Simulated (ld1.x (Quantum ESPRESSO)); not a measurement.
# Logarithmic derivatives: ruthenium (Ru), TM

Ru, norm-conserving Troullier–Martins (Kleinman–Bylander form), made with ld1.x (Quantum ESPRESSO) 7.5 (LDA (PZ), scalar-relativistic). Core [Ar] 3d10, reference 4s2 4p6 4d7 5s0 5p0 (charge +1). Waves: 4s (bound): rc 1.05 bohr; 4p (bound): rc 1.75 bohr; 4d (bound): rc 2.20 bohr. Local part: all-electron potential smoothed inside 1.30 bohr (lloc = -1). Core correction: none.

The phase is arctan(r·u′/u) with u = r·R(r), unwrapped; energies in Ry, scanned from -8 to 5 Ry. A pole is an energy at which the radial function vanishes at the test radius. The pseudo phase is shifted by a multiple of π to meet the all-electron one at the reference energy, and phase errors are pseudo minus all-electron; the curves can meet again beyond the range given. Levels narrower than the energy grid can be missing from the lists of poles.

```tsv
channel	radius (bohr)	reference energy (Ry)	poles, all-electron	poles, pseudo	unbroken range about the reference energy with phases within 0.05 rad	phase error 1 Ry above the reference energy (rad)
s	2.39	-6.17	-6.12, 2.83	-6.12, 2.56	below -0.8	-0.000
p	2.39	-3.97	-3.85, 4.26	-3.85, 3.81	below -0.1	-0.001
d	2.39	-0.94	-0.39	-0.38	below 2.1	+0.002
```

Phases in the s channel:

| E (Ry) | all-electron | pseudo |
| --- | --- | --- |
| -8.00 | 1.398 | 1.398 |
| -7.76 | 1.393 | 1.393 |
| -7.52 | 1.388 | 1.388 |
| -7.28 | 1.381 | 1.381 |
| -7.04 | 1.373 | 1.373 |
| -6.80 | 1.361 | 1.361 |
| -6.56 | 1.336 | 1.336 |
| -6.32 | 1.224 | 1.223 |
| -6.08 | -1.632 | -1.632 |
| -5.84 | -1.723 | -1.723 |
| -5.60 | -1.748 | -1.748 |
| -5.36 | -1.762 | -1.762 |
| -5.12 | -1.773 | -1.773 |
| -4.88 | -1.783 | -1.783 |
| -4.64 | -1.794 | -1.794 |
| -4.40 | -1.804 | -1.804 |
| -4.16 | -1.815 | -1.815 |
| -3.92 | -1.828 | -1.828 |
| -3.68 | -1.841 | -1.842 |
| -3.44 | -1.857 | -1.857 |
| -3.20 | -1.875 | -1.875 |
| -2.96 | -1.895 | -1.896 |
| -2.72 | -1.920 | -1.921 |
| -2.48 | -1.950 | -1.952 |
| -2.24 | -1.987 | -1.990 |
| -2.00 | -2.035 | -2.038 |
| -1.76 | -2.097 | -2.103 |
| -1.52 | -2.182 | -2.192 |
| -1.28 | -2.305 | -2.321 |
| -1.04 | -2.488 | -2.517 |
| -0.80 | -2.768 | -2.818 |
| -0.56 | -3.161 | -3.233 |
| -0.32 | -3.586 | -3.660 |
| -0.08 | -3.921 | -3.980 |
| 0.16 | -4.146 | -4.190 |
| 0.40 | -4.294 | -4.328 |
| 0.64 | -4.395 | -4.423 |
| 0.88 | -4.468 | -4.492 |
| 1.12 | -4.522 | -4.544 |
| 1.36 | -4.565 | -4.585 |
| 1.60 | -4.600 | -4.619 |
| 1.84 | -4.629 | -4.647 |
| 2.08 | -4.653 | -4.671 |
| 2.32 | -4.674 | -4.693 |
| 2.56 | -4.693 | -4.713 |
| 2.80 | -4.711 | -4.731 |
| 3.04 | -4.726 | -4.748 |
| 3.28 | -4.742 | -4.765 |
| 3.52 | -4.756 | -4.782 |
| 3.76 | -4.770 | -4.800 |
| 4.00 | -4.784 | -4.818 |
| 4.24 | -4.798 | -4.838 |
| 4.48 | -4.812 | -4.860 |
| 4.72 | -4.828 | -4.886 |
| 4.96 | -4.844 | -4.917 |
